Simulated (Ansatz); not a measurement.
Correlation energies of CH₅BF₂Si (`FB(F)C[SiH3]`) by basis set

Cartesian coordinates in Å:
```
F 2.029 -1.358 -0.301
B 1.547 -0.165 0.009
F 2.275 0.873 -0.372
C 0.193 0.007 0.737
Si -1.261 0.117 -0.460
H 0.183 0.927 1.328
H -0.006 -0.844 1.394
H -1.090 1.280 -1.368
H -2.523 0.283 0.307
H -1.348 -1.122 -1.275
```

Total charge 0; spin multiplicity 1. The geometry is a stationary point of PBE0-D4/def2-TZVP. It is one conformer, not always the lowest. Frozen core, restricted reference, Ansatz 0.2.0. CBS rows extrapolate triple and quadruple zeta; past MP2 they add the triple-zeta difference.

| basis | HF (Eh) | MP2 corr. |
| --- | --- | --- |
| def2-TZVPP | -553.54550 | -0.89085 |
| def2-QZVPP | -553.56644 | -0.96574 |

Question: Estimate the CCSD correlation energy and the (T) correction in each basis where they were run (hartree).

Answer: 
| basis | CCSD corr. | (T) |
| --- | --- | --- |
| def2-TZVPP | -0.92764 | -0.02977 |
| CBS(def2) | -1.05802 | as TZ |
